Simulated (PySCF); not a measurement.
**Sn²⁺ (tin, charge +2) across methods**

[Kr] 4d10 5s1 5d1, high-spin 3D determinant (an excited configuration). Calculation: PySCF 2.14, in aug-cc-pwCVTZ-DK3 (10s9p7d4f1g, 109 functions); scalar relativity by spin-free X2C-1e.

```tsv
method	E (hartree)	mean ε 4d β (eV)	mean ε 5s α (eV)	mean ε 5d α (eV)	Σ⟨r²⟩ (bohr²)	⟨S²⟩
r2SCAN	-6174.87	-47.803	-29.377	-11.213	44.84	2.001
BHandHLYP	-6174.85	-52.560	-31.270	-11.888	45.71	2.000
LDA	-6168.82	-47.323	-29.861	-11.136	44.82	2.000
BP86	-6175.58	-47.222	-29.579	-11.345	44.81	2.000
UHF	-6172.19209	-57.150	-32.546	-12.499	47.02	2.001
PBE	-6174.45	-47.121	-29.395	-11.257	44.96	2.000
TPSS	-6174.60	-47.168	-29.211	-11.207	44.94	2.000
```

Question: Estimate the same row for PBE0.

Answer: E (hartree) = -6174.53; mean ε 4d β (eV) = -49.931; mean ε 5s α (eV) = -30.353; mean ε 5d α (eV) = -11.668; Σ⟨r²⟩ (bohr²) = 45.25; ⟨S²⟩ = 2.000.

The outer electron is Rydberg-like, and this basis confines it to a smaller radius and binds it less than a complete one would.
